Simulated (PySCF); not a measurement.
SMILES CC(C)(C)[SiH2][Si](F)(F)F (C4H11F3Si2) (GFN2-xTB optimised geometry):

```
20

C     -0.668    -0.829    -1.264
C     -0.169    -0.130     0.000
C      1.363    -0.130     0.000
C     -0.668     1.318     0.000
Si    -0.826    -1.059     1.547
Si    -0.012    -0.145     3.470
F      0.519     1.359     3.454
F     -1.051    -0.100     4.675
F      1.222    -0.901     4.136
H     -0.323    -1.860    -1.300
H     -0.302    -0.318    -2.153
H     -1.755    -0.834    -1.299
H      1.753    -1.146    -0.007
H      1.740     0.382    -0.885
H      1.756     0.384     0.876
H     -0.308     1.860     0.873
H     -0.312     1.839    -0.888
H     -1.756     1.354    -0.003
H     -2.297    -1.016     1.552
H     -0.424    -2.474     1.467
```

Level of theory: CAM-B3LYP/def2-SVP in PySCF.

Q: What are the frontier orbital energies and the dipole moment?

A: HOMO-2 -11.11 eV, HOMO-1 -10.87 eV, HOMO -9.75 eV, LUMO 0.50 eV, LUMO+1 0.84 eV; dipole moment 3.73 D.

Meta-Löwdin charges at CAM-B3LYP/def2-SVP: C1 -0.29, C2 -0.12, C3 -0.29, C4 -0.29, Si5 0.35, Si6 1.34, F7 -0.46, F8 -0.46, F9 -0.46, H10 0.09, H11 0.09, H12 0.09, H13 0.09, H14 0.10, H15 0.09, H16 0.09, H17 0.09, H18 0.09, H19 -0.08, H20 -0.08.
